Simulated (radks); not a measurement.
Isoelectronic series with 23 electrons, all held in the configuration [Ar] 3d3 4s2, which need not be the ground one along the series. Method: scalar-relativistic Kohn-Sham, PBE, spin-polarised, spherical densities, finite nucleus; open shells are filled with parallel spins first (spin-orbit coupling, left out, can overturn this in heavy ions); Fermi nuclear charge, rms radius of each element as measured or else 0.836 A^(1/3) + 0.57 fm; computed with a radial shooting solver on a logarithmic mesh with Libxc functionals. Total energies (hartree) and mean radii <r> (bohr) (* marks an orbital that is empty in some or all of the ions):

ion    E (hartree)  3d down*  4s down   4s up   3d up  3p down
V       -949.06916     1.556    3.481   3.283   1.414    1.020
Ni5+   -1510.48299    0.7450    1.746   1.725  0.7338   0.7237
As10+  -2212.19689    0.5328    1.234   1.225  0.5279   0.5573
Sr15+  -3056.28663    0.4192   0.9627  0.9579  0.4164   0.4528
Tc20+  -4045.75882    0.3468   0.7908  0.7878  0.3449   0.3811
Cd25+  -5184.34509    0.2960   0.6709  0.6688  0.2947   0.3287
I30+   -6476.53042    0.2584   0.5819  0.5804  0.2574   0.2887
Ce35+   -7927.6302    0.2292   0.5130  0.5118  0.2285   0.2571

3d down drops below 4s down between V and Ni5+.
